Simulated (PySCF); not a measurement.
Energy of As²⁺ (arsenic, charge +2) between two integer charges

The 4p alpha orbital of [Ar] 3d10 4s2 4p1 is emptied in steps (occupation f), with all orbitals relaxed, ending at [Ar] 3d10 4s2. All numbers are calculated (PySCF 2.14, no relativity, point nucleus, in def2-SVP). The exact energy is a straight line in f; departures are measured from the line between the end points of the same method.

| f | UHF (eV) | LDA (eV) | PBE (eV) | PBE0 (eV) | r2SCAN (eV) | LC-wPBE (eV) | BHandHLYP (eV) | wB97X (eV) | TPSS (eV) | M06-2X (eV) |
| --- | --- | --- | --- | --- | --- | --- | --- | --- | --- | --- |
| 1 | 0.000 | 0.000 | 0.000 | 0.000 | 0.000 | 0.000 | 0.000 | 0.000 | 0.000 | 0.000 |
| 0.8 | 0.047 | -0.810 | -0.785 | -0.578 | -0.745 | -0.134 | -0.390 | -0.197 | -0.765 | -0.378 |
| 0.6 | 0.069 | -1.217 | -1.175 | -0.863 | -1.109 | -0.197 | -0.583 | -0.298 | -1.143 | -0.555 |
| 0.4 | 0.068 | -1.217 | -1.171 | -0.857 | -1.095 | -0.190 | -0.581 | -0.302 | -1.135 | -0.529 |
| 0.2 | 0.045 | -0.810 | -0.776 | -0.567 | -0.716 | -0.122 | -0.386 | -0.205 | -0.748 | -0.325 |
| 0 | 0.000 | 0.000 | 0.000 | 0.000 | 0.000 | 0.000 | 0.000 | 0.000 | 0.000 | 0.000 |

```csv
method,E(f=0) − E(f=1) (eV),−ε at f=1 (eV),−ε at f=0.4 (eV)
UHF,27.463,27.759,27.402
LDA,28.305,23.253,29.323
PBE,28.162,23.252,29.166
PBE0,28.174,24.554,28.920
r2SCAN,28.364,23.683,29.363
LC-wPBE,28.367,27.511,28.559
BHandHLYP,28.099,25.660,28.595
wB97X,28.060,26.835,28.288
TPSS,28.204,23.413,29.199
M06-2X,27.942,25.561,28.564
```

Orbital energy along the path (eV):

```csv
f,UHF,LDA,PBE,PBE0,r2SCAN,LC-wPBE,BHandHLYP,wB97X,TPSS,M06-2X
1,-27.759,-23.253,-23.252,-24.554,-23.683,-27.511,-25.660,-26.835,-23.413,-25.561
0.8,-27.636,-25.260,-25.223,-26.018,-25.594,-27.877,-26.641,-27.314,-25.347,-26.549
0.6,-27.517,-27.287,-27.200,-27.478,-27.496,-28.229,-27.621,-27.796,-27.282,-27.563
0.4,-27.402,-29.323,-29.166,-28.920,-29.363,-28.559,-28.595,-28.288,-29.199,-28.564
0.2,-27.291,-31.353,-31.100,-30.329,-31.132,-28.853,-29.557,-28.808,-31.063,-29.287
0,-27.185,-33.345,-32.963,-31.670,-32.662,-29.076,-30.496,-29.365,-32.795,-29.987
```

Reference removal energy between the ground levels: 28.349 ± 0.012 eV (measured; NIST Atomic Spectra Database, ionization energies). The calculation has no spin-orbit coupling. UHF lacks correlation.
